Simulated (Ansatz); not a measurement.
CH₄Cl₂O₂Si, SMILES `OC(O)(Cl)[SiH2]Cl`, relaxed with RKS PBE0-D4/def2-TZVP in Ansatz from a PBE-D4/def2-SVP geometry. The force threshold is 0.005 eV/Å; the program also tests the step.

Total charge 0; spin multiplicity 1.

Start:

```xyz
10

O     0.113   -0.917    1.394
C    -0.377    0.046    0.542
O    -0.085    1.345    0.951
Cl   -2.235   -0.032    0.465
Si    0.170   -0.333   -1.262
Cl    2.172    0.299   -1.312
H    -0.102   -0.629    2.308
H     0.858    1.491    0.713
H     0.087   -1.790   -1.588
H    -0.601    0.522   -2.212
```

Q: How much energy does the relaxation release, and in how many steps? (An estimate is asked.)

A: The calculation gave: 1.26 kcal/mol, in 9 steps.

Q: Which bonds change most? (Best estimate.)

A: Ansatz gave: C2–Cl4 from 1.862 to 1.821 Å; Si5–Cl6 from 2.100 to 2.061 Å; Si5–H9 from 1.495 to 1.476 Å; Si5–H10 from 1.493 to 1.475 Å.

Q: Give the relaxed structure. (Estimate.)

A: Computed: 
```xyz
10

O     0.160   -0.870    1.381
C    -0.368    0.055    0.522
O    -0.133    1.359    0.932
Cl   -2.182   -0.088    0.456
Si    0.181   -0.326   -1.266
Cl    2.171    0.199   -1.361
H    -0.107   -0.636    2.281
H     0.812    1.529    0.814
H     0.034   -1.764   -1.565
H    -0.568    0.542   -2.194
```
